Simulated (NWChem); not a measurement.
BH2SF; SMILES FBS

```xyz
5

B     -0.5213    -0.5939     0.0000
F      0.3068    -1.6389     0.0000
H     -1.7212    -0.7865     0.0000
S      0.2045     1.0605     0.0000
H     -0.9954     1.7027     0.0000
```
Atoms are numbered in this order, from 1.

Program: NWChem. Geometry: optimised at PBE-D3(BJ)/def2-SVP. Hartree-Fock couplings suffer from near triplet instabilities. Isotropic indirect couplings, all four terms, static geometry, non-relativistic.

Q: What does the run give for Hartree-Fock/pcJ-1? Quantities: J(11B atom 1, 19F atom 2) (Hz); J(11B atom 1, 1H atom 3) (Hz); J(19F atom 2, 1H atom 3) (Hz).

A: 
```json
{
 "J(11B atom 1, 19F atom 2) (Hz)": "-44.3",
 "J(11B atom 1, 1H atom 3) (Hz)": "210.7",
 "J(19F atom 2, 1H atom 3) (Hz)": "69.9"
}
```
